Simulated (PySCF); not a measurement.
1,3-thiazol-4-ylsilane (C3H5NSSi), SMILES [SiH3]c1cscn1. Atoms are numbered in the order given.

```xyz
11

Si     0.0843    -2.3944     0.0000
C     -0.0175    -0.5170     0.0000
C      1.0473     0.3601     0.0000
S      0.4909     1.9933     0.0000
C     -1.1473     1.3924     0.0000
N     -1.2594     0.0976     0.0000
H      1.5213    -2.7837     0.0000
H     -0.5774    -2.9503    -1.2101
H     -0.5774    -2.9503     1.2101
H      2.1120     0.1318     0.0000
H     -1.9914     2.0852     0.0000
```
Charge 0, spin multiplicity 1.

The structure is a stationary point at TPSSh-D3(BJ)/def2-SVP.

These are PBE/def2-TZVP (PySCF) values and carry that method's errors.

Isolated molecule, no solvent.

```
Property                                                                                                        Result
---------------------------------------------------------------------------------------------  -----------------------
total energy                                                                                        -859.30252 hartree
point group                                                                                                         Cs
highest occupied level                                                                                        -6.38 eV
lowest empty level                                                                                            -1.96 eV
orbital gap                                                                                                    4.42 eV
dipole moment                                                                                                   1.66 D
quadrupole, principal values (traceless, Buckingham form, about the centre of nuclear charge)   -3.62, -2.50, 6.12 D·Å
mean static polarisability                                                                       86.4 bohr³ (12.80 Å³)
polarisability, principal values                                                               57.5, 85.1, 116.5 bohr³
```
